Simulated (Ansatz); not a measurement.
A run on `[Cl][Zn][Cl]` with other settings.

```yaml
crystal:
  periodic: [false, false, false]
  atoms:
    - {symbol: Cl, position_ang: [-1.688669, 0.873135, -0.752647]}
    - {symbol: Zn, position_ang: [-0.068869, -0.016566, -0.071798]}
    - {symbol: Cl, position_ang: [1.712527, -0.803259, 0.906100]}
basis:
  gaussian: {orbitals: def2-TZVP, fitting: {mean_field: def2-universal-jkfit}, final_grid: {core_spheres: 8, valence_spheres: 7, degree: 23}}
hamiltonian: {xc: {name: B97}}
output: {forces: true}
```

```sh
$ ansatz run in.yaml --threads 4 --pin off --events-out ev --progress --plain --max-ram 10444MiB
```

It prints (some lines left out):

```
Functional definition: B97
520 factors; integrals over basis functions are off by at most 3.0e-1 eV
mean field evaluation 1: about -73460.4042 eV, gradient 4.2e1 eV
mean field evaluation 2: about -73454.9079 eV, gradient 8.8e1 eV
mean field evaluation 4: about -73462.9908 eV, gradient 2.2e0 eV
mean field evaluation 8: about -73462.9957 eV, gradient 1.1e-2 eV
mean field -73462.99573962 eV, -2699.7152984239 hartree, gradient 5.5e-5 eV, S^2 0.000000; 0 other end points of the search recorded, 0 dependent functions left out
reference -73462.99576632 eV, -2699.7152994053 hartree; 32, 32 occupied and 90, 90 virtual orbitals, 520 factors
Total energy: -73462.99576632 eV, -2699.7152994053 hartree
Atom 0 at    -1.688669     0.873135    -0.752647 Å, force    -2.227559     1.154301    -1.019014 eV/Å
Atom 1 at    -0.068869    -0.016566    -0.071798 Å, force     3.046052    -1.452818     1.543531 eV/Å
Atom 2 at     1.712527    -0.803259     0.906100 Å, force    -0.818493     0.298517    -0.524516 eV/Å
Dipole moment:    -0.136611     0.007386    -0.138250 e Å
```

Run time 0.65 s (4 threads of an Arm Neoverse V2 on a shared host); peak host memory 0.32 GiB.
